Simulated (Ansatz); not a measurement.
One change: `[SiH3]O[SiH2][GaH2]` becomes `[AlH2][SiH2]O[SiH3]`.

Ansatz, PBE0-D4/def2-TZVP geometries, multiplicity 1. Each molecule was computed in one conformer, which needn't be the lowest.

Scalar relativity is left out up to krypton.

| property | `[SiH3]O[SiH2][GaH2]` |
| --- | --- |
| LUMO energy (ωB97M-V/def2-TZVPP) / eV | -0.05 |
| HOMO energy (PBE/def2-TZVPP) / eV | -6.20 |
| HOMO energy (ωB97M-V/def2-TZVPP) / eV | -9.33 |
| HOMO energy (B3LYP/def2-TZVPP) / eV | -7.10 |
| HOMO–LUMO gap (PBE0/def2-TZVPP) / eV | 5.47 |
| HOMO–LUMO gap (ωB97M-V/def2-TZVPP) / eV | 9.28 |

Q: What does the change do to each property? (An estimate is asked.)

A: The calculation gave: 
| property | `[AlH2][SiH2]O[SiH3]` | shift |
| --- | --- | --- |
| LUMO energy (ωB97M-V/def2-TZVPP) / eV | -0.48 | -0.43 |
| HOMO energy (PBE/def2-TZVPP) / eV | -6.28 | -0.08 |
| HOMO energy (ωB97M-V/def2-TZVPP) / eV | -9.40 | -0.07 |
| HOMO energy (B3LYP/def2-TZVPP) / eV | -7.20 | -0.10 |
| HOMO–LUMO gap (PBE0/def2-TZVPP) / eV | 5.27 | -0.20 |
| HOMO–LUMO gap (ωB97M-V/def2-TZVPP) / eV | 8.92 | -0.36 |

With PBE0 the HOMO falls by 0.09 eV and the LUMO falls by 0.30 eV, so the gap narrows by about 0.21 eV. PBE moves the HOMO by -0.08 eV and ωB97M-V by -0.07 eV.

B3LYP here is the variant with VWN-RPA as its local correlation; programs differ in this.
